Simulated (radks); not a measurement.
Values are calculated unless marked as measured or tabulated.
Neutral tantalum: order these configurations by energy. Level of theory: Dirac Kohn-Sham, BLYP, spin-unpolarised, spherical densities, finite nucleus; Fermi nuclear charge, rms radius of each element as measured or else 0.836 A^(1/3) + 0.57 fm (a radial shooting solver on a logarithmic mesh with Libxc functionals). Sub-shells are occupied by j as written (lower j first in brackets). [Xe] 4f14 5d(3/2: 2, 5/2: 0) 6s2 6p(1/2: 1, 3/2: 0); [Xe] 4f14 5d(3/2: 3, 5/2: 0) 6s1 6p(1/2: 1, 3/2: 0); [Xe] 4f14 5d(3/2: 3, 5/2: 0) 6s2; [Xe] 4f14 5d(3/2: 4, 5/2: 0) 6s1.

Answer. From the lowest, in eV above it: [Xe] 4f14 5d(3/2: 3, 5/2: 0) 6s2 0.000; [Xe] 4f14 5d(3/2: 4, 5/2: 0) 6s1 1.906; [Xe] 4f14 5d(3/2: 2, 5/2: 0) 6s2 6p(1/2: 1, 3/2: 0) 2.794; [Xe] 4f14 5d(3/2: 3, 5/2: 0) 6s1 6p(1/2: 1, 3/2: 0) 3.765.
